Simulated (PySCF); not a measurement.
A GIAO shielding run with PySCF (density fitting, non-relativistic, gas phase) on SMILES [Si]([C@H](C(C)=O)CCl)(Cl)(Cl)Cl, C4H6Cl4OSi:

```
$ OMP_NUM_THREADS=1 python probes_run.py task.json out

{"job": {"kind": "nmr", "xc": "PBE0", "basis": "pcSseg-1"}, "charge": 0, "multiplicity": 1}
C      1.952064    -0.190248     1.011875
C      1.085156     0.004390    -0.195806
O      1.499007     0.340529    -1.274416
C     -0.400751    -0.248262     0.038129
C     -0.944721    -1.123476    -1.083620
Cl    -0.268192    -2.771544    -0.938274
Si    -1.313637     1.449286     0.110662
Cl    -3.241847     1.091970     0.595074
Cl    -0.445546     2.553680     1.559389
Cl    -1.206133     2.389139    -1.657464
H      1.544551     0.358639     1.857686
H      1.964172    -1.249446     1.265680
H      2.966587     0.139402     0.805694
H     -0.534743    -0.769336     0.989624
H     -0.635612    -0.738986    -2.055441
H     -2.027953    -1.226790    -1.040204
```

Hardware: 1 thread of an Arm Neoverse N1, shared host. The job also computes population analyses, field gradients.

Q: How large is the calculation?

A: 120 electrons, 235 basis functions and 1338 auxiliary functions.

Q: How long does it take, and how much memory does it need?

A: 110 s of wall time, with 14 SCF cycles and 5 response iterations; peak memory 1.1 GiB. Times on a shared host scatter by some tens of per cent.
